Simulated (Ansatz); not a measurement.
Start from `B[SiH2][SiH2][SiH3]` and change one atom or group to get `O=C[SiH2][SiH2][SiH3]`.

Ansatz, PBE0-D4/def2-TZVP geometries, multiplicity 1. Each molecule was computed in one conformer, which needn't be the lowest.

| property | `B[SiH2][SiH2][SiH3]` |
| --- | --- |
| HOMO–LUMO gap (B3LYP/def2-TZVPP) / eV | 4.94 |
| HOMO–LUMO gap (PBE/def2-TZVPP) / eV | 3.37 |
| HOMO energy (PBE0/def2-TZVPP) / eV | -7.83 |
| HOMO–LUMO gap (PBE0/def2-TZVPP) / eV | 5.32 |
| HOMO energy (ωB97M-V/def2-TZVPP) / eV | -9.78 |
| LUMO energy (ωB97M-V/def2-TZVPP) / eV | -0.61 |

Task: Give the same properties after the change, and the shifts. (Best estimate.)

Result: Ansatz gave: 
```json
{"property": "HOMO–LUMO gap (B3LYP/def2-TZVPP) / eV", "`O=C[SiH2][SiH2][SiH3]`": "4.96", "shift": "0.02"}
{"property": "HOMO–LUMO gap (PBE/def2-TZVPP) / eV", "`O=C[SiH2][SiH2][SiH3]`": "2.85", "shift": "-0.52"}
{"property": "HOMO energy (PBE0/def2-TZVPP) / eV", "`O=C[SiH2][SiH2][SiH3]`": "-7.17", "shift": "0.66"}
{"property": "HOMO–LUMO gap (PBE0/def2-TZVPP) / eV", "`O=C[SiH2][SiH2][SiH3]`": "5.42", "shift": "0.10"}
{"property": "HOMO energy (ωB97M-V/def2-TZVPP) / eV", "`O=C[SiH2][SiH2][SiH3]`": "-9.43", "shift": "0.35"}
{"property": "LUMO energy (ωB97M-V/def2-TZVPP) / eV", "`O=C[SiH2][SiH2][SiH3]`": "0.49", "shift": "1.10"}
```

With PBE0 the HOMO rises by 0.66 eV and the LUMO rises by 0.75 eV, so the gap widens by about 0.09 eV. PBE moves the HOMO by 1.05 eV and ωB97M-V by 0.35 eV.

B3LYP here is the variant with VWN-RPA as its local correlation; programs differ in this.
